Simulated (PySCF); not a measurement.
An unknown is described by computed data only.

Elements present: C, F, H, N and O. Monoisotopic mass: 111.0120 u.

| Item | Value |
| --- | --- |
| UV, strongest line | among the 6 lowest singlet transitions: S6 at 7.10 eV (175 nm, f = 0.373) [TDDFT PBE0/def2-SVPD] |
| Polarisability | 62.6 au [PBE0/def2-SVPD] |
| Rotational structure | rotational constants A, B, C: 7.361, 1.273, 1.085 GHz [GFN2-xTB] |
| UV, first state | lowest singlet excitation: 5.62 eV (221 nm, f = 0.087) [TDDFT PBE0/def2-SVPD] |
| NMR, other nuclei | isotropic shieldings of nuclei other than C and H, by class: -58 (1 N), 44 (1 O), 287 (1 F) ppm [GIAO PBE0/pcSseg-1] |
| Dipole | 2.68 D [PBE0/def2-SVPD] |
| 13C NMR | chemical shifts (computed TMS as zero) by class: 168.4 (1 C), 145.8 (1 C), 117.1 (1 C), 106.8 (1 C), 94.0 (1 C) ppm [GIAO PBE0/pcSseg-1] |
| Triplet | lowest triplet excitation (Tamm–Dancoff): 3.63 eV [TDA PBE0/def2-SVPD] |

Gas-phase values; electronic properties from PySCF, density fitting. Levels stand in brackets. Geometry: GFN2-xTB; no solvent, vibrations or thermal averaging. NMR classes are plain means over equivalent atoms (diastereotopic ones count apart unless rotation or inversion swaps them), as if these changed places fast.

Question: Which formula fits the mass and the elements?

Answer: C5H2FNO (calculated 111.0120). No other formula that holds each of these elements comes within 0.0003 u with a fitting electron parity and a possible valence count.

Question: What is the compound? Reason from the data.

Answer: Numbering: `[N:1]#[C:2][c:3]1[cH:4][o:5][c:6]([F:7])[cH:8]1`. Its formula, C5H2FNO, gives 5 degrees of unsaturation: 1 ring and 4 π bonds in the structure found (Kekulé form). 5 carbons fall into 5 classes; from least to most shielded: aromatic C–F carbon [C6] (168.4 ppm), aromatic CH next to a ring oxygen [C4] (145.8 ppm), nitrile carbon [C2] (117.1 ppm), substituted aromatic carbon [C3] (106.8 ppm), aromatic CH carbon [C8] (94.0 ppm). The other shieldings belong to: -58 ppm, nitrile nitrogen [N1]; 44 ppm, furan-type oxygen [O5]; 287 ppm, aryl fluorine [F7]. S1 is mainly HOMO→LUMO (weight 0.92); the largest Löwdin shares of the orbital it empties are 0.26 on the aromatic CH next to a ring oxygen, 0.20 on the aromatic C–F carbon, 0.14 on the substituted aromatic carbon and 0.13 on the aromatic CH carbon, of the orbital it fills 0.27 on the aromatic CH next to a ring oxygen, 0.18 on the substituted aromatic carbon, 0.15 on the nitrile nitrogen and 0.14 on the furan-type oxygen. The optimised geometry has point group Cs and is an asymmetric top. Structure: `N#CC1=COC(F)=C1`. Computed isomers that give other values at the same levels: `C#Cc1ncc(F)o1` (13C chemical shifts (computed TMS as zero) by class: 168.0 (1 C), 140.6 (1 C), 110.1 (1 C), 88.1 (1 C), 76.9 (1 C) ppm). The assignments are read from this structure; whether some other isomer fits the data as well wasn't checked.
